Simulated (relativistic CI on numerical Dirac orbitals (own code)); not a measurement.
Hyperfine structure of W¹³⁺, mass number 183

Calculated at this level of theory: Dirac-Coulomb-Breit CI, orbitals from a KLI potential per configuration, a model potential for QED, unscaled Slater integrals (own radial code, finite nucleus).

Configuration list (outside the closed core [Kr] 4d10): 4f¹³5s², 4f¹²5s²5p, 4f¹⁴5s, 4f¹³5s5p, 4f¹²5s5p², 4f¹⁴5p, 4f¹³5s5d, 4f¹²5s²5d, 4f¹⁴5d, 4f¹³5s5f, 4f¹¹5s²5p6s, 4f¹³5p5d, 4f¹²5s²6s. Double excitations out of closed p, d and f shells are left out; levels of such configurations are missing from the list, as are those of other unlisted configurations, and high levels can miss mixing partners.

Nuclear spin I = 1/2, μ = 0.11739 μN (tables of Stone and Pyykkö). The electronic factors are computed for point nuclear moments, without core polarisation or the Bohr-Weisskopf and QED corrections.

```json
{"Level": "4f¹³5s² ²F°7/2", "E (cm⁻¹)": "0.0", "A (MHz)": "350.2"}
{"Level": "4f¹³5s² ²F°5/2", "E (cm⁻¹)": "17502.1", "A (MHz)": "655.9"}
{"Level": "4f¹²5s²5p ⁴G°11/2", "E (cm⁻¹)": "60872.0", "A (MHz)": "-1096"}
{"Level": "4f¹²5s²5p ⁴I°11/2", "E (cm⁻¹)": "80670.3", "A (MHz)": "2187"}
```

Levels with J = 0, under 50 % of one LS term, or S terms without an open s electron are left out. Small factors come from cancelling terms and can be off by tens of per cent or more.

At this charge transitions that keep the count of f electrons are usually good to a few per cent. Terms inside the open d or f shell come out 10 to 20 % too wide with unscaled integrals. Levels and lines within the n = 5 or 6 shells can be off by up to 10 % or somewhat more, and those that change n by about 2 %, since core polarisation is missing. Levels that differ in their count of f electrons can be misplaced by several ten thousand cm⁻¹, since the correlation energy of f electrons is missing or only estimated; rates across such gaps can be off by orders of magnitude.

(1) Give the hyperfine levels of 4f¹³5s² ²F°7/2 relative to its centre of gravity.

Answers

(1) With K = F(F + 1) − I(I + 1) − J(J + 1), E = AK/2: F = 3: -788, F = 4: 612.9 MHz.

LS names give the leading component of a level, which can be under half, so a name can repeat, a term be missing and a line seem to break the LS rules.
